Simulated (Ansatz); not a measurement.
Born–Oppenheimer molecular dynamics of Cl3GeH (5 atoms, charge 0, multiplicity 1). It starts at the highest image of a converged band, a first-order saddle point between two minima.

Level of theory: Ansatz 0.2.0, RKS PBE0-D4/def2-SVP.

```json
{
  "ensemble": "NVE (velocity Verlet)",
  "time step": "0.5 fs",
  "steps asked": "188",
  "starting velocities drawn for": "300 K",
  "seed": "2868"
}
```

Frames 0.5 fs apart, positions in Å.

Velocities at 60 fs (Å/ps):

```
Ge -8.77 0.48 2.18
H 13.18 8.49 -15.59
Cl 13.00 -1.29 -2.62
Cl 1.79 -2.78 -0.69
Cl 2.81 2.86 -0.72
```

```xyz
5
Properties=species:S:1:pos:R:3 time_fs=60 energy_less_start_eV=-0.595 T=1835
Ge -0.630 0.024 0.571
H 3.652 0.177 0.748
Cl 2.509 -0.049 0.339
Cl -0.772 1.796 -0.947
Cl -0.704 -1.800 -0.954
5
Properties=species:S:1:pos:R:3 time_fs=60.5 energy_less_start_eV=-0.599 T=1845
Ge -0.634 0.024 0.572
H 3.661 0.181 0.741
Cl 2.515 -0.050 0.337
Cl -0.771 1.795 -0.947
Cl -0.703 -1.799 -0.954
5
Properties=species:S:1:pos:R:3 time_fs=61 energy_less_start_eV=-0.612 T=1878
Ge -0.638 0.024 0.573
H 3.674 0.187 0.736
Cl 2.522 -0.051 0.336
Cl -0.770 1.793 -0.947
Cl -0.701 -1.797 -0.954
5
Properties=species:S:1:pos:R:3 time_fs=61.5 energy_less_start_eV=-0.630 T=1923
Ge -0.643 0.024 0.574
H 3.690 0.194 0.733
Cl 2.528 -0.051 0.334
Cl -0.769 1.792 -0.947
Cl -0.700 -1.796 -0.954
5
Properties=species:S:1:pos:R:3 time_fs=62 energy_less_start_eV=-0.646 T=1965
Ge -0.647 0.025 0.575
H 3.709 0.201 0.731
Cl 2.534 -0.052 0.333
Cl -0.768 1.790 -0.948
Cl -0.699 -1.794 -0.955
5
Properties=species:S:1:pos:R:3 time_fs=62.5 energy_less_start_eV=-0.657 T=1993
Ge -0.652 0.025 0.576
H 3.730 0.209 0.729
Cl 2.540 -0.053 0.331
Cl -0.767 1.788 -0.948
Cl -0.697 -1.792 -0.955
5
Properties=species:S:1:pos:R:3 time_fs=63 energy_less_start_eV=-0.661 T=2002
Ge -0.656 0.025 0.576
H 3.751 0.218 0.728
Cl 2.546 -0.054 0.330
Cl -0.766 1.786 -0.947
Cl -0.696 -1.790 -0.954
5
Properties=species:S:1:pos:R:3 time_fs=63.5 energy_less_start_eV=-0.658 T=1995
Ge -0.660 0.025 0.577
H 3.771 0.226 0.727
Cl 2.553 -0.054 0.328
Cl -0.765 1.784 -0.947
Cl -0.694 -1.788 -0.954
5
Properties=species:S:1:pos:R:3 time_fs=64 energy_less_start_eV=-0.651 T=1977
Ge -0.665 0.025 0.578
H 3.789 0.234 0.726
Cl 2.559 -0.055 0.327
Cl -0.764 1.782 -0.947
Cl -0.693 -1.786 -0.954
5
Properties=species:S:1:pos:R:3 time_fs=64.5 energy_less_start_eV=-0.643 T=1959
Ge -0.669 0.026 0.578
H 3.805 0.242 0.724
Cl 2.565 -0.056 0.325
Cl -0.763 1.780 -0.947
Cl -0.691 -1.784 -0.954
5
Properties=species:S:1:pos:R:3 time_fs=65 energy_less_start_eV=-0.639 T=1947
Ge -0.674 0.026 0.578
H 3.817 0.249 0.722
Cl 2.571 -0.057 0.324
Cl -0.762 1.778 -0.947
Cl -0.690 -1.781 -0.953
5
Properties=species:S:1:pos:R:3 time_fs=65.5 energy_less_start_eV=-0.640 T=1950
Ge -0.678 0.026 0.579
H 3.826 0.256 0.719
Cl 2.578 -0.058 0.322
Cl -0.761 1.776 -0.946
Cl -0.689 -1.779 -0.953
```

Of the whole run (94 fs, mean temperature of the second half 2289 K): The conserved energy stayed within 0.15 meV per atom of its start (net change 0.06 meV per atom), so the integration is sound. The kinetic energy rose, since the run started high on the potential surface and went downhill. It ends in pieces (Cl2Ge + ClH), so much of that is their flight and rotation, not heat. A run of 0.094 ps of so small a system gives no equilibrium averages. The orbitals stay closed-shell, which can raise the energy where a bond breaks towards radicals; this wasn't checked here.

Run time: 11 min on 2 threads of Intel(R) Xeon(R) Platinum 8259CL CPU @ 2.50GHz (Skylake/Cascade Lake), on a shared host, peak memory 0.23 GiB.
